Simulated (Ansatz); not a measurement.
FH3Si (SMILES F[SiH3]) moved off its minimum; all values from Ansatz (an electronic-structure program), cores frozen in correlated methods.
(charge 0, multiplicity 1)
```xyz
5

Si    -0.46454    -0.00540    -0.10201
F      1.07698    -0.03190     0.26844
H     -0.86719     1.36370    -0.55734
H     -0.70054    -0.99753    -1.22201
H     -1.22958    -0.41914     1.08335
```

Task: Give the forces (eV/Å), the total energy and the dipole at CCSD(T)/aug-cc-pV(T+d)Z.

Result: 
```csv
atom,Fx,Fy,Fz
Si1,-0.792,-0.242,-0.848
F2,0.546,0.091,0.112
H3,0.181,-0.327,0.178
H4,0.122,0.436,0.457
H5,-0.057,0.043,0.101
```
Energy -390.6581 hartree, dipole 1.16 D.
